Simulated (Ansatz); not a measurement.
`O[CH2][Zn][I]` + H₂ → `O[CH2][ZnH]` + HI at 298.15 K and 1 bar (hydrogenolysis of a Zn–I bond).

Isolated molecules relaxed with PBE0-D4/def2-TZVP in Ansatz; ΔE leaves out vibrations. CBS: MP2 limit from def2 TZ/QZ plus the TZ coupled-cluster correction, frozen cores. This one scheme is used for every species. def2 core potentials past Kr. For I, Zn outer-core shells are correlated without core-valence functions, which leaves a few kJ/mol of doubt a bond. Scalar relativity is left out up to krypton. Each species was taken in one conformer, which may not be the lowest.

| species | CCSD(T)/CBS energy (Eh) | H − E (kJ/mol) | S (J/(mol·K)) |
| --- | --- | --- | --- |
| `O[CH2][Zn][I]` | -2190.88580 | 129.0 | 352.2 |
| H₂ | -1.17544 | 35.1 | 130.4 |
| `O[CH2][ZnH]` | -1893.96502 | 138.6 | 295.4 |
| HI | -298.03592 | 22.7 | 206.5 |

H − E and S are ideal-gas, rigid-rotor, harmonic terms from PBE0-D4/def2-TZVP, for one conformer and one mirror image of each species. For small species the MP2-based limit differs from directly extrapolated CCSD(T) by up to some mEh (0.8 for H₂); such offsets cancel only in part. 1 Eh = 2625.50 kJ/mol, R = 8.31446 J/(mol·K).

**Question.** By hand: ΔE, ΔH, ΔS and ΔG.

**Answer.** ΔE = (-1893.96502) + (-298.03592) − (-2190.88580) − (-1.17544) = 0.06030 Eh = 158.3 kJ/mol. Δ(H − E) = 138.6 + 22.7 − 129.0 − 35.1 = -2.8, so ΔH = 155.5 kJ/mol. ΔS = 295.4 + 206.5 − 352.2 − 130.4 = 19.3 J/(mol·K). ΔG = 155.5 − 298.15 × (19.3)/1000 = 149.7 kJ/mol.

**Question.** By hand: the equilibrium constant, and the temperature at which ΔG would vanish if ΔH and ΔS stayed fixed.

**Answer.** log₁₀ K = −ΔG/(RT ln 10) = -26.2. ΔG = 0 at ΔH/ΔS = 8057 K, far beyond where these terms or the molecules hold.

ΔH outweighs TΔS. A doubt of 5 kJ/mol in ΔE shifts log₁₀ K by 0.9 here. Other conformers and mirror images would add mixing entropy, several J/(mol·K) or more a flexible species. Modes under 60 cm⁻¹, often nearly free rotors, make the harmonic entropy too high. These are equilibria of isolated gas molecules and say nothing of rates. Largest T1 diagnostic: 0.014 (customary marks: 0.02 for closed shells, 0.045 for open ones).
